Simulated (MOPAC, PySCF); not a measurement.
Constitutional and geometric isomers with formula C4H3N. Isolated molecules, 0 K electronic values unless said otherwise. Strings in code marks are SMILES.

Quantity: electronic energy of isomers of C4H3N relative to `CC#CC#N`, in kcal/mol. Semi-empirical values (MOPAC) are differences of heats of formation.

Level 1: PBE-D3(BJ)/def2-TZVP // B3LYP-D3(BJ)/def2-TZVP (PySCF)
Level 2: B3LYP/3-21G // B3LYP-D3(BJ)/def2-TZVP (PySCF)
Level 3: PBE/6-31G* // B3LYP-D3(BJ)/def2-TZVP (PySCF)
Level 4: PM3 // B3LYP-D3(BJ)/def2-TZVP (MOPAC)

```json
[
 {"species": "`N#CC1=CC1`", "level 1": "21.6", "level 2": "35.0", "level 3": "20.6", "level 4": "27.9"},
 {"species": "`C=C=C=C=N`", "level 1": "20.2", "level 2": "31.6", "level 3": "23.0", "level 4": "34.0"},
 {"species": "`N=C=C1C=C1`", "level 1": "52.3", "level 2": "77.2", "level 3": "54.3", "level 4": "53.7"}
]
```
